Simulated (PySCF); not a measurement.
BH2I, SMILES BI. The structure is a stationary point at B3LYP-D3(BJ)/def2-TZVP. The def2 effective core potentials stand for the cores of I; spin–orbit coupling is left out.

These are B3LYP-D3(BJ)/def2-TZVP (PySCF) values and carry that method's errors.

Harmonic wavenumbers (cm⁻¹): 590, 752, 934, 1171, 2633, 2758. Rotational constants (GHz): 228.5, 8.881, 8.549; symmetry number 2.

Work out the zero-point energy and the ideal-gas rigid-rotor harmonic-oscillator thermochemistry at 298.15 K and 1 atm.

ZPE = ½ Σ hcν = ½ × 8839 cm⁻¹ = 12.64 kcal/mol. H − E(el) = 15.21 kcal/mol. Entropy in cal/(mol K): translation 40.72, rotation 19.08, vibration 0.89, total 60.68. G − E(el) = -2.88 kcal/mol. Cp = 10.42 cal/(mol K).
